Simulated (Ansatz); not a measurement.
AlBH4SeSi (`[AlH2][B]1[SiH2][Se]1`), 8 atoms. The species carries charge 0 and has multiplicity 1. Correlated methods include outer-core shells of Se, which these sets cover unevenly. Scalar relativity is left out up to krypton. All runs use 2 threads of an Arm Neoverse V2 on a shared host. Correlated methods freeze the cores.

Problem. Give the basis size and wall time and peak host memory of each of these runs in Ansatz. RKS ωB97M-V/def2-SVP energy; RKS r2SCAN0-D4/def2-TZVPP energy; RHF-CCSD(T)/def2-TZVPP energy; RKS PBE-D4/def2-TZVPP energy and forces; RKS PBE0-D4/def2-TZVP frequencies; RKS PBE0-D4/def2-SVP energy; RKS ωB97M-V/def2-TZVPP energy and forces; RKS PBE0-D4/def2-QZVPP energy; RKS PBE0-D4/def2-TZVP relaxation (8 steps); RHF-MP2/def2-QZVPP energy; RKS ωB97M-V/def2-QZVPP energy; direct RPA on PBE orbitals/def2-TZVPP energy. (Estimate.)

Solution. Computed: Other jobs shared the machine, so times are rough.

```
                                level                   job  functions  wall time  peak host memory (GiB)
                 RKS PBE0-D4/def2-SVP                energy        102      1.7 s                    0.44
                RKS PBE-D4/def2-TZVPP     energy and forces        219      3.5 s                    0.28
direct RPA on PBE orbitals/def2-TZVPP                energy        219        6 s                    0.44
            RKS r2SCAN0-D4/def2-TZVPP                energy        219        8 s                    0.61
                 RKS ωB97M-V/def2-SVP                energy        102        8 s                    0.44
               RKS PBE0-D4/def2-QZVPP                energy        406       13 s                     1.4
               RKS ωB97M-V/def2-TZVPP     energy and forces        219       16 s                     0.8
                   RHF-MP2/def2-QZVPP                energy        406       25 s                       2
               RKS ωB97M-V/def2-QZVPP                energy        406       28 s                     1.7
                RKS PBE0-D4/def2-TZVP  relaxation (8 steps)        177       44 s                    0.48
               RHF-CCSD(T)/def2-TZVPP                energy        219      110 s                       3
                RKS PBE0-D4/def2-TZVP           frequencies        177    2.9 min                    0.48
```
